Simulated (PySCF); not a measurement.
## Dy(SH)3 at several levels of theory

Computed with PySCF 2.14.0 (density fitting, no spin-orbit coupling) at the geometry relaxed with PBE0:

```xyz
7
Dy(SH)3 (singlet in the valence; each metal's 4f electrons, 9 of them, lie in its core potential, out of spins and levels)
Dy    0.0000    0.0000    0.8872
S     2.5428    0.4168    0.9372
H     2.8562   -0.9019    0.9563
S    -1.6323    1.9937    0.9372
H    -0.6470    2.9245    0.9563
S    -0.9105   -2.4105    0.9372
H    -2.2092   -2.0225    0.9563
```

```csv
level,basis,state,HOMO (eV),gap (eV),charge on Dy1 (e),population of f-type functions on Dy1 (polarisation alone where 4f lies in the core),dipole about the centre of mass (D),largest force component (eV/Å)
PBE0,"Dy lcecp-1-SVP with ECP55, S def2-SVP, H def2-SVP",singlet,-7.45,5.00,0.83,0.03,0.27,0.02
BLYP,the same,singlet,-6.01,2.92,0.60,0.03,0.25,0.41
PBE0,"Dy lcecp-1-TZVP with ECP55, S def2-TZVP, H def2-TZVP",singlet,-7.51,5.06,1.25,0.04,0.28,0.22
```

In the lcecp rows the 4f levels are missing from HOMO and gap, and the state counts the valence alone.

Charges are Mulliken's, which hang on the basis. The relaxation used the grid (50, 194), these runs (75, 302) or, all-electron (x2c bases, spin-free X2C Hamiltonian), (99, 590).

Task: What does TPSS with Dy lcecp-1-SVP with ECP55, S def2-SVP, H def2-SVP give here?

Result: state singlet, HOMO (eV) -6.37, gap (eV) 3.45, charge on Dy1 (e) 0.82, population of f-type functions on Dy1 (polarisation alone where 4f lies in the core) 0.03, dipole about the centre of mass (D) 0.26, largest force component (eV/Å) 0.20. Time: 8.9 s on 2 threads of Intel(R) Xeon(R) Platinum 8488C (Sapphire Rapids) (shared host), from an already converged density.

In the first row's basis the gap widens with exact exchange: 2.9 to 3.5 eV for BLYP, TPSS (none); 5.0 eV for PBE0 (a fixed share).

An lcecp potential fixes the number of 4f electrons, so in runs with it no electron can move into or out of that shell.
